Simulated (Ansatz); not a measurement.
A run for Ansatz (an electronic-structure program): U-B3LYP/cc-pVTZ on C2H5B (SMILES BC=C), a point of a bond scan (R = 0.955 Å).

Ansatz 0.2 input:
```yaml
crystal:
  periodic: [false, false, false]
  atoms:
    - {symbol: B, position_ang: [-0.19234175, 0.13481091, 1.34229151]}
    - {symbol: H, position_ang: [-0.44200029, 1.05513053, 1.39765477]}
    - {symbol: H, position_ang: [-0.13703202, -0.51541306, 2.34021942]}
    - {symbol: C, position_ang: [0.12716890, -0.46653708, -0.03328683]}
    - {symbol: C, position_ang: [0.06087359, 0.27672265, -1.14769155]}
    - {symbol: H, position_ang: [0.41541955, -1.50959045, -0.14140796]}
    - {symbol: H, position_ang: [0.28056560, -0.11861991, -2.13457537]}
    - {symbol: H, position_ang: [-0.22108437, 1.32324500, -1.10131893]}
basis:
  gaussian:
    orbitals: cc-pVTZ
hamiltonian:
  xc: {name: B3LYP}
magnetization: {spin_polarized: true, initial_magnetization: 0}
```

The head of its log:

```
WARN ansatz: RAYON_NUM_THREADS=1 ignored (pool sized by the plan → 1); use --threads N
Functional definition: B3LYP
integrals: 0.05 GiB planned
840 factors; their error is unknown
mean field: 0.67 GiB planned
mean field evaluation 1: about -2825.0414 eV, gradient 3.4e1 eV
mean field evaluation 2: about -2823.3570 eV, gradient 3.8e1 eV
```

### Question
Predict the final total energy.

### Answer
-104.0334 hartree.
